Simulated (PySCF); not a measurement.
Species: C5H6O3.
Z-matrix (Å and degrees, GFN2-xTB geometry), rows numbered from 1:
```
O 
C   1  1.1962
C   2  1.4813  1  129.45
C   3  1.3285  2  108.24  1  -179.47
C   4  1.4943  3  109.10  2     0.67
C   5  1.5445  4  113.51  3   117.52
O   6  1.3944  5  111.62  4   176.98
O   2  1.3575  1  123.04  3  -179.87
H   3  1.0718  2  122.36  1     0.69
H   4  1.0735  3  128.98  2   179.56
H   5  1.0979  4  112.68  3  -118.91
H   6  1.0996  5  108.43  4   -59.88
H   6  1.0920  5  109.43  4    59.15
H   7  0.9658  6  108.51  5    56.74
```

The geometry is computed with GFN2-xTB (gas phase).

Take the most abundant isotopes and a rigid rotor. The values belong to one conformer with, in the numbering `[O:1]=[C:2]1[CH:3]=[CH:4][C@H:5]([CH2:6][OH:7])[O:8]1`, C4–C5–C6–O7 177°, C5–C6–O7–H 57°.

What are A, B and C (GHz)?

Ia = 116.04, Ib = 331.87, Ic = 419.74 u·Å²; 505379 MHz·u·Å²/I gives 4355, 1523 and 1204 MHz, that is A = 4.3551, B = 1.5228, C = 1.2040 GHz.

What kind of rotor is it?

An asymmetric top: κ = (2 × 1523 − 4355 − 1204)/(4355 − 1204) = -0.80.

What does the inertial defect say?

Not planar: Δ = Ic − Ia − Ib = -28.18 u·Å². For a rigid frame Δ = −2 Σ m c², so Σ m c² = 14.09 u·Å² lies off the ab plane: 5.00 from hydrogen and 9.09 from heavier atoms. The atom farthest from that plane is 1.50 Å away.

Give the other two planar moments, Paa and Pbb, and the rms extents of the mass along the axes.

Paa = Σ m a² = (Ib + Ic − Ia)/2 = 317.78 and Pbb = Σ m b² = (Ia + Ic − Ib)/2 = 101.95 u·Å². With the mass M = 114.03 u, the rms extents √(P/M) along a, b and c are 1.67, 0.95, 0.35 Å.

Give the coordinates in the principal-axis frame, origin at the centre of mass.

The sense of each axis is arbitrary; atoms in the order of the calculation.
```
atom  mass (u)   a (Å)   b (Å)   c (Å)
  O1    15.995   2.311   1.148  -0.200
  C2    12.000   1.436   0.351  -0.024
  C3    12.000   1.457  -1.121  -0.193
  C4    12.000   0.251  -1.590   0.107
  C5    12.000  -0.640  -0.449   0.476
  C6    12.000  -1.847  -0.277  -0.472
  O7    15.995  -2.687   0.754  -0.054
  O8    15.995   0.191   0.698   0.388
  H9     1.008   2.334  -1.650  -0.506
 H10     1.008  -0.103  -2.604   0.091
 H11     1.008  -1.018  -0.523   1.505
 H12     1.008  -1.467  -0.099  -1.489
 H13     1.008  -2.446  -1.190  -0.468
 H14     1.008  -2.168   1.566   0.010
```

Where do the levels up to J = 5 lie, in MHz?

Above 0(0,0):
J = 1: 1(0,1) 2727, 1(1,1) 5559, 1(1,0) 5878
J = 2: 2(0,2) 8155, 2(1,2) 10694, 2(1,1) 11650, 2(2,1) 20147, 2(2,0) 20173
J = 3: 3(0,3) 16235, 3(1,3) 18381, 3(1,2) 20292, 3(2,2) 28328, 3(2,1) 28454, 3(3,1) 43301, 3(3,0) 43303
J = 4: 4(0,4) 26897, 4(1,4) 28604, 4(1,3) 31783, 4(2,3) 39215, 4(2,2) 39586, 4(3,2) 54256, 4(3,1) 54265, 4(4,1) 75155, 4(4,0) 75155
J = 5: 5(0,5) 40066, 5(1,5) 41342, 5(1,4) 46089, 5(2,4) 52793, 5(2,3) 53630, 5(3,3) 67965, 5(3,2) 68000, 5(4,2) 88846, 5(4,1) 88846, 5(5,1) 115719, 5(5,0) 115719
The levels of one J sum to (2J + 1)J(J + 1)(A + B + C)/3.

Estimate the classical rotational partition function at 50 K, 100 K and 298.15 K.

Point group C1, symmetry number σ = 1; q = (√π/σ)·√((kT/h)³/(ABC)), k/h = 20836.6 MHz/K: 21100 at 50 K, 59700 at 100 K, 307000 at 298.15 K.

No frequency check. Zero-point vibration and centrifugal distortion are left out.
